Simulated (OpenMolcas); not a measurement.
# 2s2 2p3 along the 7-electron sequence

* Program: OpenMolcas
* Method: SS-CASPT2, IPEA 0.25 Eh, imaginary shift 0.1 Eh
* Basis: ANO-R3
* Scalar Hamiltonian: X2C, finite nucleus
* Spin-orbit coupling: RASSI with atomic mean-field integrals over the reference wave functions, term energies averaged over their components

Active space for each ion: 3 electrons in 3 orbitals (2p); closed shells correlated by CASPT2: 1s 2s.

Computed levels in cm-1 above 4S* 3/2:

| Level | N | F2+ | Ne3+ |
| --- | --- | --- | --- |
| 2D* 3/2 | 19650 | 34930 | 42250 |
| 2D* 5/2 | 19650 | 34940 | 42270 |
| 2P* 1/2 | 31110 | 54990 | 66370 |
| 2P* 3/2 | 31110 | 55000 | 66400 |
| weight of 4S* in the lowest level (%) | 100 | 100 | 100 |

Measured, with the error of the calculation in %. Measured levels: N from NIST Handbook of Basic Atomic Spectroscopic Data.

```tsv
Level	N
2D* 3/2	19233 (+2.1)
2D* 5/2	19224 (+2.2)
2P* 1/2	28839 (+7.9)
2P* 3/2	28839 (+7.9)
```

2D* 3/2 changes by a factor of 2.15 over the same range, with steps per unit of Z of +7640, +7320 cm-1.

CASPT2 does not keep the components of a term degenerate, so their means are used; among the terms shown or strongly mixed into the levels shown the widest spread is 150 cm-1 (2s2 2p3 2D*, N). With the s shell closed, the reference lacks s² → p² mixing. Computed and measured levels are paired by configuration, term and J; levels that our copy of the source lacks, or whose pairing is in doubt (as where it misses far off the trend of its configuration), stay unpaired and out of the deviations. Only configurations of the active space appear.

* marks odd parity.
